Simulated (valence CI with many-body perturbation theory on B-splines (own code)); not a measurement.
Ladder of approximations for Pb XXXIII

Calculated by configuration interaction combined with many-body perturbation theory (CI+MBPT): four valence electrons over a frozen Dirac-Fock core [Kr] 4d10, radial functions for each j: 8 s, 8 p, 9 d, 9 f, 6 g, 3 h, 2 i, with the one-electron correlation potential Σ1, the two-electron term Σ2, the three-electron term Σ3, Breit, model QED; selected CI, second order for the rest (own B-spline code, finite nucleus).

The last digits are not significant, and no measured levels were compared; by estimate large intervals hold to a few tenths of a per cent, small ones and those within an open d or f shell to about a per cent. Core correlation moves these levels by up to 5200 cm⁻¹, and in measured spectra 5 to 20 % of such shifts remained as error; rates that hang on mixing are uncertain with them. Only levels of the ground parity were solved; by the run's estimate the other parity begins above the list, which can be wrong where configurations are misplaced.

Each rung adds one term. CI alone is the Dirac-Coulomb CI over the frozen core; QED comes last and gives the full result, which names the levels. Energies are above (4f5/2^4) J=4 on the same rung, in cm⁻¹.

Levels are named by their leading jj configuration (3d3/2^4 stands for four electrons in 3d with j = 3/2), which in mixed levels can hold well under half, so a name can repeat and another be missing. Letters in brackets count levels of one name in rising energy.

```csv
Level,CI alone
(4f5/2^3 4f7/2) J=5 [a],34860
(4f5/2^4) J=2,41758
(4f5/2^3 4f7/2) J=6,58621
(4f5/2^3 4f7/2) J=4 [a],65083
(4f5/2^3 4f7/2) J=1 [a],66532
(4f5/2^3 4f7/2) J=7,72410
(4f5/2^3 4f7/2) J=3 [a],77087
(4f5/2^3 4f7/2) J=8,81800
(4f5/2^3 4f7/2) J=2 [a],80769
(4f5/2^3 4f7/2) J=3 [b],84424
(4f5/2^3 4f7/2) J=2 [b],87162
(4f5/2^3 4f7/2) J=5 [b],99823
(4f5/2^2 4f7/2^2) J=6 [a],99676
(4f5/2^2 4f7/2^2) J=7 [a],108831
(4f5/2^4) J=0,110297
(4f5/2^2 4f7/2^2) J=4 [a],109733
```

(1) What do these energies become with core correlation, Breit and QED?

(2) How does the ionisation energy move along the ladder, and which term matters most?

## Answers

(1) (4f5/2^3 4f7/2) J=5 [a] 35045 (+185); (4f5/2^4) J=2 40224 (-1534); (4f5/2^3 4f7/2) J=6 57670 (-950); (4f5/2^3 4f7/2) J=4 [a] 64180 (-903); (4f5/2^3 4f7/2) J=1 [a] 66289 (-244); (4f5/2^3 4f7/2) J=7 69971 (-2439); (4f5/2^3 4f7/2) J=3 [a] 76091 (-997); (4f5/2^3 4f7/2) J=8 78223 (-3577); (4f5/2^3 4f7/2) J=2 [a] 78956 (-1813); (4f5/2^3 4f7/2) J=3 [b] 82732 (-1692); (4f5/2^3 4f7/2) J=2 [b] 85064 (-2098); (4f5/2^3 4f7/2) J=5 [b] 97482 (-2341); (4f5/2^2 4f7/2^2) J=6 [a] 98657 (-1019); (4f5/2^2 4f7/2^2) J=7 [a] 106901 (-1930); (4f5/2^4) J=0 107074 (-3223); (4f5/2^2 4f7/2^2) J=4 [a] 108005 (-1728).

(2) CI alone 1208.2, + Σ1 1211.9, + Σ2 1221.6, + Σ3 1221.7, + Breit 1221.4, + QED 1221.5 eV. The largest step is Σ2, 9.7 eV. NIST lists 1240 ± 60 eV (theoretical).
